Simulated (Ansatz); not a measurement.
Frontier orbitals of `C#[C][GeH2][SbH2]`.

```xyz
9

C     1.6078    1.0331   -1.8491
C     1.0964    0.7281   -0.8006
Ge    0.2396    0.1865    0.8076
Sb   -1.2919   -1.8524    0.2035
H     2.0655    1.3103   -2.7709
H     1.3277   -0.2404    1.8058
H    -0.5352    1.3883    1.3671
H    -2.4441   -0.7991   -0.4889
H    -2.0658   -1.7544    1.7255
```

Charge 0, multiplicity 1. Correlated methods include outer-core shells of Ge, Sb, which these sets cover unevenly. Scalar relativity is left out up to krypton. Sb: def2 effective core potential. All single points use the PBE0-D4/def2-TZVP geometry. Basis def2-TZVPP, the Gaussian-basis code of Ansatz.

Orbital energies of one run (eV). Highest occupied ones, from the top: -7.38, -8.24, -8.36, -9.23, -9.84, -10.48, -11.28, -14.88, -15.95, -17.35, -21.71, -34.46, -34.46, -34.51. Empty: -0.70, -0.19, 0.23, 0.41, 1.18, 1.57.

Question: Which functional gave them?
A. ωB97X-V
B. BLYP
C. CAM-B3LYP
D. r2SCAN0

Answer: D. HOMO energies: r2SCAN0 -7.38, CAM-B3LYP -8.39, ωB97X-V -9.31, BLYP -6.11 eV.
